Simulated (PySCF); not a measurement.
BH3Se3. Atoms are numbered in the order given.

```xyz
7

B     -0.0360     0.0064     0.0000
Se     1.9172    -0.1202     0.0000
H      2.1616     1.3356     0.0000
Se    -0.8554     1.7737     0.0000
H     -2.2625     1.3283     0.0000
Se    -0.9846    -1.6996     0.0000
H     -2.3439    -1.1288     0.0000
```

The structure is a stationary point at B3LYP-D3(BJ)/def2-SVP. Other conformers were not sampled.

Method: PBE/pcSseg-1 in PySCF.

GIAO shieldings, no solvent; atoms listed in one row are averaged. δ = σ(ref) − σ: ¹¹B against BF3 (σ = 83.9 ppm); ⁷⁷Se against Me2Se (σ = 1634.8 ppm); ¹H against TMS (σ = 31.49 ppm), references at their B3LYP-D3(BJ)/def2-TZVP geometries, non-relativistic.

Computed chemical shifts:
| nucleus | atoms | count | δ (ppm) |
|---|---|---|---|
| ¹¹B | B1 | 1 | 59.6 |
| ⁷⁷Se | Se4 | 1 | 75.0 |
| ⁷⁷Se | Se6 | 1 | 51.4 |
| ⁷⁷Se | Se2 | 1 | -51.6 |
| ¹H | H5 | 1 | 3.26 |
| ¹H | H7 | 1 | 3.00 |
| ¹H | H3 | 1 | 2.96 |
